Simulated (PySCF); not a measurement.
[MoO3Cl]- (charge -1 and singlet state).
SMILES: `[O]=[Mo-](=[O])(=[O])[Cl]`

Method: PySCF, PBE0-D3(BJ)/def2-SVP geometry optimisation, gas phase, def2 core potentials past Kr.

Take the most abundant isotopes and a rigid rotor. 

**Question.** What are A, B and C (MHz)?

**Answer.** Ia = 125.45, Ib = 254.40, Ic = 254.50 u·Å²; 505379 MHz·u·Å²/I gives A = 4029, B = 1987, C = 1986 MHz.

**Question.** What kind of rotor is it?

**Answer.** A prolate symmetric top, as the point group C3v requires two equal moments; the computed ones differ by 0.04 % because the geometry is symmetric only within the optimiser's tolerance: κ = (2 × 1987 − 4029 − 1986)/(4029 − 1986) = -1.00.

**Question.** Where do the R-branch lines fall?

**Answer.** The dipole of 1.53 D (about the centre of mass, as the species is charged) lies along the symmetry axis, so ΔK = 0 and J+1 ← J falls at 2B(J+1) for every K: 3.97 GHz, 7.94 GHz, 11.92 GHz, 15.89 GHz, 19.86 GHz for J = 0 to 4.

**Question.** Estimate the classical rotational partition function at 25 K, 50 K and 298.15 K.

**Answer.** Point group C3v, symmetry number σ = 3; q = (√π/σ)·√((kT/h)³/(ABC)), k/h = 20836.6 MHz/K: 1760 at 25 K, 4980 at 50 K, 72600 at 298.15 K.

Stationary, but not proved a minimum. Constants of a rigid frame at the computed geometry: no zero-point averaging, no centrifugal distortion.
